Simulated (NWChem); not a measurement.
System: MoHO$_{3}$, doublet; SMILES [O]=[Mo]([OH])=[O]

Here is an NWChem input.

```
start job
memory heap 200 mb stack 900 mb global 1100 mb
geometry units angstroms noautosym
  Mo    -0.056498    -0.037310    -0.058260
  O      1.420926    -0.843704     0.126482
  O     -1.392047    -1.060254     0.128771
  O     -0.270169     1.823065     0.100065
  H      0.304657     2.597090     0.296549
end
basis spherical
  * library def2-svp
end
ecp
  Mo library def2-ecp
end
dft
  odft
  mult 2
  xc pbe0
  grid fine
  iterations 150
end
driver
  maxiter 120
  tight
end
task dft optimize
dft
  grid fine
  convergence energy 1d-8 density 1d-7
end
task dft freq numerical
```

NWChem printed, in part:

```
             Northwest Computational Chemistry Package (NWChem) 7.3.0
             --------------------------------------------------------

                             Geometry "geometry" -> ""
                             -------------------------

 Output coordinates in angstroms (scale by  1.889725989 to convert to a.u.)

  No.       Tag          Charge          X              Y              Z
 ---- ---------------- ---------- -------------- -------------- --------------
    1 Mo                  42.0000     0.00318228    -0.04302531    -0.06859094
    2 O                    8.0000     1.48060628    -0.84941931     0.11615106
    3 O                    8.0000    -1.33236672    -1.06596931     0.11844006
    4 O                    8.0000    -0.21048872     1.81734969     0.08973406
    5 H                    1.0000     0.36433728     2.59137469     0.28621806

 Effective nuclear repulsion energy (a.u.)     353.1426551428

                                Z-matrix (autoz)
                                --------

 Units are Angstrom for bonds and degrees for angles

      Type          Name      I     J     K     L     M      Value
      ----------- --------  ----- ----- ----- ----- ----- ----------
    1 Stretch                  1     2                       1.69328
    2 Stretch                  1     3                       1.69266
    3 Stretch                  1     4                       1.87929
    4 Stretch                  4     5                       0.98394
    5 Bend                     1     4     5               136.81433
    6 Bend                     2     1     3               112.86620
    7 Bend                     2     1     4               124.15636
    8 Bend                     3     1     4               119.94982
    9 Torsion                  2     1     4     5          -0.76371
   10 Torsion                  3     1     4     5         158.12484

                           NWChem Geometry Optimization
                           ----------------------------

 maximum gradient threshold         (gmax) =   0.000015
 rms gradient threshold             (grms) =   0.000010
 maximum cartesian step threshold   (xmax) =   0.000060
 rms cartesian step threshold       (xrms) =   0.000040
 fixed trust radius                (trust) =   0.300000
 source of zmatrix                         =   autoz

          -------------------
          Energy Minimization
          -------------------

[...]

      ----------------------
      Optimization converged
      ----------------------

  Step       Energy      Delta E   Gmax     Grms     Xrms     Xmax
  ---- ---------------- -------- -------- -------- -------- --------
@   34    -294.12551963 -1.8D-09  0.00001  0.00000  0.00001  0.00002
                                     ok       ok       ok       ok

                                Z-matrix (autoz)
                                --------

 Units are Angstrom for bonds and degrees for angles

      Type          Name      I     J     K     L     M      Value     Gradient
      ----------- --------  ----- ----- ----- ----- ----- ---------- ----------
    1 Stretch                  1     2                       1.67851    0.00001
    2 Stretch                  1     3                       1.67764   -0.00000
    3 Stretch                  1     4                       1.86429   -0.00000
    4 Stretch                  4     5                       0.96310   -0.00000
    5 Bend                     1     4     5               136.24855    0.00000
    6 Bend                     2     1     3               111.64460    0.00000
    7 Bend                     2     1     4               119.74224    0.00000
    8 Bend                     3     1     4               116.95970   -0.00000
    9 Torsion                  2     1     4     5          -8.32733   -0.00000
   10 Torsion                  3     1     4     5         131.77803    0.00000

                         Geometry "geometry" -> "geometry"
                         ---------------------------------

 Output coordinates in angstroms (scale by  1.889725989 to convert to a.u.)

[...]

 Rotational Constants
 --------------------
 A=   0.254494 cm-1  (  0.366152 K)
 B=   0.190269 cm-1  (  0.273748 K)
 C=   0.115242 cm-1  (  0.165803 K)

 Temperature                      =   298.15K
 frequency scaling parameter      =   1.0000

 Zero-Point correction to Energy  =   11.851 kcal/mol  (  0.018886 au)
 Thermal correction to Energy     =   15.108 kcal/mol  (  0.024077 au)
 Thermal correction to Enthalpy   =   15.701 kcal/mol  (  0.025021 au)

 Total Entropy                    =   74.563 cal/mol-K
   - Translational                =   40.846 cal/mol-K (mol. weight = 146.8981)
   - Rotational                   =   25.161 cal/mol-K (symmetry #  =        1)
   - Vibrational                  =    8.555 cal/mol-K

 Cv (constant volume heat capacity) =   15.511 cal/mol-K
   - Translational                  =    2.979 cal/mol-K
   - Rotational                     =    2.979 cal/mol-K
   - Vibrational                    =    9.552 cal/mol-K

[normal modes left out]

 ----------------------------------------------------------------------------
 Normal Eigenvalue ||           Projected Infra Red Intensities
  Mode   [cm**-1]  || [atomic units] [(debye/angs)**2] [(KM/mol)] [arbitrary]
 ------ ---------- || -------------- ----------------- ---------- -----------
    1       -0.000 ||    0.003293           0.076         3.210       0.465
    2       -0.000 ||    0.001943           0.045         1.894       0.275
    3       -0.000 ||    0.000195           0.005         0.190       0.028
    4       -0.000 ||    0.000137           0.003         0.134       0.019
    5        0.000 ||    0.000249           0.006         0.242       0.035
    6        0.000 ||    0.004566           0.105         4.451       0.645
    7      130.161 ||    0.007990           0.184         7.789       1.129
    8      214.123 ||    0.013145           0.303        12.814       1.858
    9      289.131 ||    0.102712           2.370       100.128      14.518
   10      349.419 ||    0.034613           0.799        33.742       4.893
   11      543.814 ||    0.148258           3.420       144.529      20.956
   12      759.496 ||    0.086513           1.996        84.337      12.229
   13     1022.484 ||    0.259049           5.976       252.534      36.616
   14     1058.616 ||    0.094340           2.176        91.967      13.335
   15     3926.573 ||    0.304199           7.018       296.548      42.998
 ----------------------------------------------------------------------------
```

Level: PBE0/def2-SVP with def2 effective core potentials on Mo, spin-unrestricted. The spin multiplicity was typed, not searched, and may not be the lowest. def2 effective core potentials on Mo; no spin-orbit coupling.
